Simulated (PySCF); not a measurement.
Ionisation energy of Cd⁺ by level of theory

Cd⁺ [Kr] 4d10 5s1 (2S) → Cd²⁺ [Kr] 4d10 (1S), as a difference of total energies. Computed with PySCF 2.14 in x2c-TZVPall (8s6p6d1f, 63 functions), with the spin-free X2C one-electron Hamiltonian (Gaussian nucleus). Correlated levels: valence: [Kr] frozen. The calculations carry no spin-orbit coupling.

| method | ionisation energy (eV) | error (eV) |
| --- | --- | --- |
| UHF | 15.568 | -1.340 |
| M06-2X | 16.764 | -0.144 |
| B3LYP | 17.332 | +0.424 |
| MP2 (valence) | 16.358 | -0.550 |
| SCS-MP2 (valence) | 16.222 | -0.686 |

Reference: 16.908 eV (measured; NIST Atomic Spectra Database, ionization energies).

Errors of the correlated levels include the incompleteness of this basis and the frozen core.
